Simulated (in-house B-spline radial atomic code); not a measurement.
# Ionising P⁸⁺ with different functionals

Computed with a radial B-spline atomic code at the basis-set limit: four-component Dirac-Coulomb Hamiltonian, Fermi nucleus of rms radius 3.1889 fm, spin-restricted, spherical fractional occupations for the functionals. The ionisation energy is the difference of two self-consistent energies, [He] 2s2 2p3 → [He] 2s2 2p2, without Breit or QED terms; ε is the level of the shell that loses the electron (mean over j). The electron is taken from both j subshells in proportion to 2j + 1, so the result is a j average, not the step between ground levels.

Hybrids are left out here: with spherical fractional occupations of an open shell their exact exchange keeps a self-interaction that integer-occupation calculations don't have.

| method | rung | ΔSCF (eV) | -ε(2p) (eV) |
| --- | --- | --- | --- |
| LDA VWN5 | LDA | ? | ? |
| relativistic LDA | LDA | 367.43 | 341.36 |
| LDA PW92 | LDA | 367.49 | 341.43 |
| LDA exchange-only | LDA | 365.10 | 339.04 |
| PBE | GGA | 367.67 | 341.60 |
| PBEsol | GGA | 367.26 | 341.22 |
| BLYP | GGA | ? | ? |
| RPBE | GGA | 367.55 | 341.50 |
| PW91 | GGA | 368.02 | 341.93 |
| BP86 | GGA | 367.87 | 341.79 |
| AM05 | GGA | 367.10 | 341.08 |
| OLYP | GGA | 368.05 | 342.11 |

Q: What does LDA VWN5 give?

A: ΔSCF 367.50 eV, and -ε(2p) = 341.44 eV.

Q: What does BLYP give?

A: ΔSCF 367.93 eV, and -ε(2p) = 341.81 eV.

Q: How do they compare with the NIST value?

A: NIST lists 372.3 eV ± 0.21 (semi-empirical, ground level to ground level). Errors run from -7.21 to -4.26 eV. The correlated functionals all miss on the same side by more than they spread, so the cause is common to them (Breit-QED terms, spin polarisation, the choice among j levels, multiplet and fine-structure energies, or a listed next ion that isn't the cheapest removal here) and closeness doesn't rank the functionals.
